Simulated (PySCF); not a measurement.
**Ionising IBr**

RHF; I def2-SVP with ECP28, Br def2-SVP; scalar-relativistic core potentials (PySCF 2.14). Neutral (RHF): singlet (closed shell), Re = 2.493 Å, ωe = 284 cm⁻¹, De = 0.56 eV, HOMO -10.31 eV, LUMO -0.29 eV.

IBr⁺ (UHF): doublet (π ↑), Re = 2.417 Å, ωe = 285 cm⁻¹, De = 0.61 eV to I⁺ + Br. The energies at the minima are -2868.75249 hartree for IBr and -2868.40181 for IBr⁺.

Q: Work out the adiabatic ionisation energy, without and with harmonic zero-point energies (1 hartree = 27.2114 eV, 1 eV = 8065.5 cm⁻¹), and the change of the bond length.

A: At HF: 0.35068 hartree = 9.542 eV between the minima; the zero-point term (285.0 − 284.0)/2 cm⁻¹ = +0.000 eV makes it 9.543 eV. Re changes by -7.6 pm against the neutral. Minus the HOMO energy is 10.31 eV, +0.77 eV from the value between the minima; Hartree–Fock orbital energies leave out relaxation and correlation. The electron leaves a π orbital, and the shorter bond of the ion fits an antibonding orbital, or a change in how ionic the bond is.

Spin–orbit coupling is left out, which matters for elements this heavy, above all for dissociation energies. For an ion De counts to the pair picked by the measured ionisation energies or electron affinities, which need not be the lowest pair at this level. Where the molecule has an RHF reference, its open-shell atoms are computed with UHF. Hartree–Fock leaves out correlation, which carries a large part of most bond energies and some tenths to 1 eV of ionisation energies. States were picked by a PBE0 search and need not be the measured ground states.

Neutral and ion stand on different kinds of reference determinant, which adds to the error of the difference.
